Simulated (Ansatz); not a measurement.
Basis-set series for C2H7BFNO. The species carries charge 0 and has multiplicity 1. The bonds changed during the relaxation, so this is another structure than the one it started from. All single points use the PBE0-D4/def2-TZVP geometry. It is one conformer, not always the lowest.

```xyz
13

B     1.167   -0.110    0.628
C     0.406   -0.849   -0.628
C    -0.772    0.048   -0.347
N    -0.368    0.483    1.015
O    -0.891    1.178   -1.102
F    -1.997   -0.573   -0.264
H     1.577   -0.789    1.534
H     1.850    0.841    0.339
H     0.143   -1.891   -0.448
H     0.802   -0.749   -1.639
H    -0.844   -0.057    1.729
H    -0.513    1.474    1.170
H    -0.561    0.994   -1.986
```

```tsv
functional	basis	functions	energy (Eh)	HOMO (eV)	LUMO (eV)
PBE0-D4	def2-SVP	119	-334.49144	-7.92	1.12
PBE0-D4	def2-QZVPP	552	-334.89731	-8.06	0.12
ωB97M-V	def2-SVP	119	-334.71930	-10.23	2.77
ωB97M-V	def2-QZVPP	552	-335.13718	-10.39	1.27
```

Question: Give the rows for def2-TZVPP. (An estimate is asked.)

Answer: Computed: 
```
functional       basis  functions  energy (Eh)  HOMO (eV)  LUMO (eV)
   PBE0-D4  def2-TZVPP        284   -334.87927      -8.04       0.47
   ωB97M-V  def2-TZVPP        284   -335.12022     -10.37       1.87
```

Positive LUMOs are unbound and depend on the basis.
